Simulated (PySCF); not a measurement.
# Gas-phase thermal properties of ZrBr₄

Method: PySCF energies (xtb for GFN2) plus ideal-gas RRHO corrections (1 bar). All species are closed-shell singlets. Zr: scalar-relativistic def2 core potential, no spin-orbit coupling. Br: all electrons, no relativistic terms. The harmonic model lacks anharmonicity and excited electronic states, which grow with temperature; levels with a mode under 35 cm⁻¹ are left out. Soft modes under 120 cm⁻¹ make the harmonic entropy rough for ZrBr₄.

| level | point group | σ | ZPE (kJ/mol) | S°298 (J/mol/K) | Cp298 (J/mol/K) | S°1000 (J/mol/K) | H1000 − H298 (kJ/mol) |
|---|---|---|---|---|---|---|---|
| GFN2-xTB | Td | 12 | 8.4 | 428.0 | 102.9 | 556.3 | 74.7 |
| PBE/def2-SVP | Td | 12 | 8.8 | 417.3 | 102.8 | 545.6 | 74.7 |
| PBE0/def2-TZVP | Td | 12 | 9.1 | 414.7 | 102.5 | 542.9 | 74.6 |
σ: rotational symmetry number. Electronic degeneracy used: 1. Frequencies are unscaled.
